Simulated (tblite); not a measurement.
Species: C7H10S2Si.
Structure used (GFN2-xTB), in Å, numbered top down from 1:
```
atom  x, y, z in Å
C1    -2.7837   -0.2117   -0.9922
C2    -1.7523    0.6494   -0.3397
S3    -2.0309    2.2592   -0.1979
C4    -0.5202    0.0553    0.1419
C5    -0.1507   -1.2040   -0.1664
Si6    1.4900   -1.9459    0.3475
S7     3.1026   -0.6369   -0.2639
C8     2.4271    0.9518   -0.6132
C9     1.3636    1.5406   -0.0835
C10    0.4300    0.9301    0.9172
H11   -3.6754    0.3744   -1.1991
H12   -2.4038   -0.6078   -1.9347
H13   -3.0476   -1.0533   -0.3525
H14   -0.7937   -1.8053   -0.7926
H15    1.5889   -2.1429    1.7937
H16    1.7347   -3.1743   -0.3969
H17    3.0457    1.4645   -1.3334
H18    1.0966    2.5251   -0.4419
H19   -0.1115    1.7141    1.4451
H20    0.9854    0.3283    1.6399
```

Calculated harmonic vibrations of the isolated species, GFN2-xTB (tblite), most abundant isotopes, no scaling. This tight-binding method is rough: wavenumbers can miss measured ones by several per cent, in bad cases by 10 to 20. Modes of hydrogen on silicon can be 10 to 20 % off. One conformer, not necessarily the lowest.

Harmonic wavenumbers (cm⁻¹): 34.4, 48.4, 99.5, 158.0, 165.2, 198.1, 205.4, 292.0, 315.5, 361.6, 375.2, 444.8, 449.7, 473.7, 518.0, 545.9, 558.9, 613.9, 667.9, 703.1, 737.9, 766.9, 778.6, 788.0, 819.2, 875.8, 929.9, 957.7, 980.0, 1036.7, 1068.6, 1144.8, 1206.9, 1226.8, 1233.7, 1262.3, 1294.4, 1310.7, 1380.5, 1453.3, 1463.1, 1468.2, 1573.6, 1656.4, 2253.3, 2316.4, 2963.8, 2990.0, 3007.3, 3008.0, 3051.5, 3061.4, 3068.2, 3082.4.

A = 1640, B = 546.0, C = 443.0 MHz; mass 185.999 u (most abundant isotopes); point group C1, symmetry number 1.

Zero-point energy?

½Σν̃ = 31723 cm⁻¹ = 90.70 kcal/mol.

What is S at 500 K and 1 bar for an ideal gas of classical rigid rotors and harmonic oscillators?

Translation 44.16, rotation 32.61, vibration 59.89: S = 136.7 cal/(mol K).

And Cp and H(500 K) − H(0)?

Cp = 65.42 cal/(mol K), of which vibrations give 57.47 (their classical limit is 54 R = 107.3); H(500 K) − H(0) = 19.29 kcal/mol without the zero-point energy, 15.32 from vibrations.

How do the functions run with temperature in this model?

```csv
T (K),S (cal/(mol K)),Cp (cal/(mol K)),H − H(0) (kcal/mol),G − H(0) (kcal/mol),ln q(vib)
100,74.4,20.3,1.38,-6.05,2.26
200,92.4,33.3,4.06,-14.42,5.31
300,108.3,45.8,8.03,-24.47,8.45
800,171.6,82.9,41.80,-95.49,23.55
1000,191.0,90.3,59.17,-131.79,28.91
```

q(vib) and H(0) count from the zero-point level.

What must be added to the electronic energy to get the Gibbs energy at 500 K and 1 bar?

ZPE + [H(500 K) − H(0)] − T·S = 90.70 + 19.29 − 68.33 = 41.66 kcal/mol.

Hindered rotation and anharmonicity are outside this model. Other conformers, if any are populated, would add a mixing term that is left out. The structure is chiral; the term R ln 2 for an equal mix with its mirror image is left out.
